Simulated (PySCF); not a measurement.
Gas-phase reaction: Ge3H8 + 6 Cl → 3 GeH2Cl2 + 2 H

Computed with PySCF and rigid-rotor harmonic-oscillator thermochemistry at 1 bar. † marks an energy on the PBE0/def2-TZVP geometry and frequencies; other levels use their own. MP2 freezes the core. 6-31G* has spherical d functions here. Open shells (unrestricted): Cl (multiplicity 2), H (multiplicity 2); the rest are closed-shell singlets. Spin-orbit splitting is ignored; it lowers the true energy and changes the entropy of Cl. B3LYP is the form with VWN-RPA correlation. Ge: all electrons, no relativistic terms. MP2 isn't extrapolated to the basis-set limit.

MP2/def2-SVP† gives ΔH°(298 K) = -1100 kJ.

Q: What do B3LYP/6-31G*, MP2/def2-TZVPP†, ωB97M-V/def2-TZVP† give?

A: B3LYP/6-31G*: -1033 kJ; MP2/def2-TZVPP†: -1229 kJ; ωB97M-V/def2-TZVP†: -1185 kJ. For scale, ΔH°(298 K) is -1100 kJ at this level, -1185 kJ at ωB97M-V/def2-TZVP†, and runs from -1379 to -762 kJ over the 18 levels computed.
